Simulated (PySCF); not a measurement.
BLYP on H (hydrogen, neutral), 2p1, 2P determinant (an excited configuration). Computed with PySCF 2.14 in aug-cc-pVDZ (3s2p, 9 functions), with no relativity, point nucleus.

```
cycle= 1 E= -0.072045454405861  delta_E= -6.32e-05  |g|= 0.00112  |ddm|= 0.0124
cycle= 2 E= -0.0720465343905687  delta_E= -1.08e-06  |g|= 0.000148  |ddm|= 0.00163
cycle= 3 E= -0.0720465536904107  delta_E= -1.93e-08  |g|= 4.35e-08  |ddm|= 0.000248
cycle= 4 E= -0.072046553690412  delta_E= -1.35e-15  |g|= 1.85e-08  |ddm|= 4.19e-08
converged SCF energy = -0.072046553690412  <S^2> = 0.75  2S+1 = 2
```

Highest occupied orbital energy: 1.373 eV; ⟨L²⟩ = 2.00; populations by l: s 0.00, p 1.00.

Question: Can this result be used?

Answer: Not for this state. The calculation finished and met its thresholds. For one electron the Hartree and exchange-correlation energies should cancel; what remains is the self-interaction error. The outer electron is Rydberg-like, and this basis confines it to a smaller radius and binds it less than a complete one would. At BLYP the highest occupied level has a positive energy, so only the finite basis holds that electron; for this excited configuration the basis is too tight for the outer shell.
